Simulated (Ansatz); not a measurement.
Program: Ansatz. Geometries: PBE0-D4/def2-TZVP. ΔE: electronic, gas phase. CBS: MP2 limit from def2 TZ/QZ plus the TZ coupled-cluster correction, frozen cores. This one scheme is used for every species. Functionals use def2-TZVPP. Each species was taken in one conformer, which may not be the lowest.

`C[SiH]([SiH3])[NH][AlH2]` + `OBO` → `OB(O)[SiH3]` + `C[SiH2][NH][AlH2]`  (formal exchange of groups at the Si–Si bond)

`C[SiH]([SiH3])[NH][AlH2]`:

```xyz
15

C     0.934   -1.614    0.939
Si    0.204   -0.345   -0.229
Si   -2.024   -0.908   -0.715
N     0.288    1.269    0.400
Al    1.168    2.682   -0.238
H     0.891   -2.614    0.499
H     1.979   -1.379    1.156
H     0.387   -1.640    1.885
H     0.988   -0.333   -1.497
H    -2.593   -0.002   -1.751
H    -2.155   -2.311   -1.200
H    -2.863   -0.775    0.512
H    -0.271    1.428    1.229
H     2.057    2.487   -1.529
H     1.010    4.053    0.539
```

`OBO`:

```xyz
6

O    -0.439    0.006    1.001
B    -0.130   -0.042   -0.326
O     1.156    0.118   -0.714
H    -1.373   -0.117    1.176
H    -0.962   -0.223   -1.170
H     1.748    0.257    0.033
```

`OB(O)[SiH3]`:

Z-matrix (Å, degrees):
```
Si
B 1 2.033
H 1 1.490 2 110.5
H 1 1.490 2 110.3 3 118.7
H 1 1.487 2 111.8 3 -120.8
O 2 1.364 1 117.3 3 -56.7
O 2 1.363 1 118.6 3 123.5
H 6 0.963 2 116.0 1 -179.8
H 7 0.963 2 115.8 1 179.8
```

`C[SiH2][NH][AlH2]`:

```xyz
12

C     1.364   -0.308   -1.473
Si   -0.007    0.644   -0.635
N    -0.162    0.263    1.046
Al   -1.533   -0.466    1.917
H     1.430   -0.037   -2.530
H     2.331   -0.091   -1.012
H     1.191   -1.385   -1.406
H     0.257    2.101   -0.826
H    -1.316    0.317   -1.261
H     0.642    0.509    1.610
H    -1.380   -0.675    3.480
H    -2.817   -0.874    1.090
```

```tsv
level	ΔE (eV)
PBE0	0.36
MP2/def2-TZVPP	0.35
HF/def2-QZVPP	0.29
MP2/def2-QZVPP	0.35
```

(1) What does CCSD(T)/CBS give? (Best estimate.)

Largest T1 diagnostic among the species: 0.014.

## Answers

(1) Computed: +0.34 eV. The listed levels differ from it by 0.02, 0.01, -0.05, 0.01 eV.

The D4 term adds +0.05 eV with B3LYP and +0.03 eV with PBE0; it sums over pairs of atoms, weighted by their polarisabilities, and B3LYP, whose exchange is more repulsive, gets the larger term. In def2-TZVPP, CCSD(T) changes the Hartree–Fock value by +0.04 eV (the triples alone add +0.01 eV) and MP2 by +0.05 eV.

B3LYP here is the variant with VWN-RPA as its local correlation; programs differ in this.
